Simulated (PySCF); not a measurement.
AlH₆NSi, AlBH₆OSi, Al₂H₄O (calculated)

Calculation on a computer-drawn molecule: the log of a Hartree-Fock and frozen-core CCSD(T) single point meant for a local Hartree-Fock minimum, with one planted fault or none, to be diagnosed. Offsets are logged minus clean, where the clean run is the same molecule without the fault. The reference is restricted for singlets and unrestricted otherwise, and also for a bond in bohr or an excited solution. Adding or removing an electron swaps singlet and doublet. The excited solution moves the top pair (singlet) or top alpha electron (doublet) to the lowest empty orbital. Highest occupied and lowest empty are orbital energies over both spins, largest force is the largest gradient component, triples share is (T) over the correlation energy, the T1 limit is 0.02 restricted and 0.045 unrestricted, electrons count all cores, a negative frequency is imaginary (commonest isotopes), and the dipole is about the centre of nuclear charge. Program: PySCF 2.14.0.

Common to all runs: meant charge 0; meant multiplicity 1; meant basis cc-pV(D+d)Z; logged SCF converged yes; logged spin squared 0; logged CC converged yes; logged SCF stable within its kind yes; possible faults no fault, one electron removed, one electron added, multiplicity raised by two, geometry at a saddle point, SCF held on an excited solution, minimal basis STO-3G, one bond length entered in bohr, all coordinates scaled.

(1) 
```xyz
9
formula=AlH6NSi logged_electrons=40 logged_basis_functions=29 logged_highest_occupied=-7.3718 logged_lowest_empty=9.6394 logged_largest_force=0.040314 logged_T1_diagnostic=0.015175 logged_D1_diagnostic=0.060187 logged_triples_share=0.01844 logged_dipole_magnitude=0.50656 logged_energy_HF=-581.88439 logged_energy_CCSD(T)=-582.04847 planted_fault=minimal_basis_STO-3G HF_energy_offset_from_clean_run=4370 CCSD(T)_energy_offset_from_clean_run=4518
Al    -1.5317     0.7254     2.4201
N     -0.9901     0.6604     0.7204
Si    -0.5217    -0.6627    -0.2948
H     -1.6388    -0.6142     3.2411
H     -1.8815     2.1399     3.0252
H     -0.9440     1.5534     0.2535
H     -0.6293    -1.9093     0.4952
H     -1.3899    -0.7773    -1.4932
H      0.8732    -0.5220    -0.7820
```

Units: logged_highest_occupied, logged_lowest_empty in eV; logged_largest_force in hartree/bohr; logged_dipole_magnitude in debye; logged_energy_HF, logged_energy_CCSD(T) in hartree; HF_energy_offset_from_clean_run, CCSD(T)_energy_offset_from_clean_run in kcal/mol.

Drawn bonds:
```csv
atom,other atom,order
1,2,1
2,3,1
1,4,1
1,5,1
2,6,1
3,7,1
3,8,1
3,9,1
```

(2) 
```xyz
10
formula=AlBH6OSi logged_electrons=46 logged_basis_functions=104 logged_highest_occupied=-10.156 logged_lowest_empty=1.3892 logged_largest_force=0.0079053 logged_T1_diagnostic=0.015981 logged_D1_diagnostic=0.04794 logged_triples_share=0.023758 logged_dipole_magnitude=1.6227 logged_energy_HF=-633.96985 logged_energy_CCSD(T)=-634.46925 planted_fault=all_coordinates_scaled,by_-1.1_% HF_energy_offset_from_clean_run=0.7015 CCSD(T)_energy_offset_from_clean_run=1.404
Al     0.1847    -1.5494    -0.0668
O      0.4961    -0.0802    -0.8028
B      0.7448     1.0757    -1.4000
Si     0.1544     2.8406    -0.5745
H     -1.1462    -2.2646    -0.4221
H      1.2451    -2.0966     0.9256
H      1.3287     1.0679    -2.4456
H     -0.7601     3.5570    -1.4776
H      1.3116     3.7185    -0.3388
H     -0.5371     2.6476     0.7103
```

Units: logged_highest_occupied, logged_lowest_empty in eV; logged_largest_force in hartree/bohr; logged_dipole_magnitude in debye; logged_energy_HF, logged_energy_CCSD(T) in hartree; HF_energy_offset_from_clean_run, CCSD(T)_energy_offset_from_clean_run in kcal/mol.

Drawn bonds:
```csv
atom,other atom,order
1,2,1
2,3,1
3,4,1
1,5,1
1,6,1
3,7,1
4,8,1
4,9,1
4,10,1
```

(3) 
```xyz
7
formula=Al2H4O logged_electrons=38 logged_basis_functions=80 logged_highest_occupied=-11.517 logged_lowest_empty=1.8955 logged_largest_force=0.039713 logged_T1_diagnostic=0.013443 logged_D1_diagnostic=0.031822 logged_triples_share=0.017357 logged_dipole_magnitude=0.0012602 logged_energy_HF=-561.11066 logged_energy_CCSD(T)=-561.46285
Al    -1.9247    -0.4184    -0.3725
O     -0.4620     0.1128    -0.7015
Al     1.0010     0.6436    -1.0298
H     -2.0858    -1.7898     0.1911
H     -3.0932     0.4698    -0.6368
H      1.7568     1.3799     0.0241
H      1.5757     0.3898    -2.3824
```

Units: logged_highest_occupied, logged_lowest_empty in eV; logged_largest_force in hartree/bohr; logged_dipole_magnitude in debye; logged_energy_HF, logged_energy_CCSD(T) in hartree.

Drawn bonds:
```csv
atom,other atom,order
1,2,1
2,3,1
1,4,1
1,5,1
3,6,1
3,7,1
```

## Withheld values
1. Al₂H₄O (entry 3): planted fault?

Answers
1. all coordinates scaled, by -5.4 %

Further results for Al₂H₄O (entry 3):

- HF energy offset from clean run: 12.89 kcal/mol
- CCSD(T) energy offset from clean run: 15.77 kcal/mol
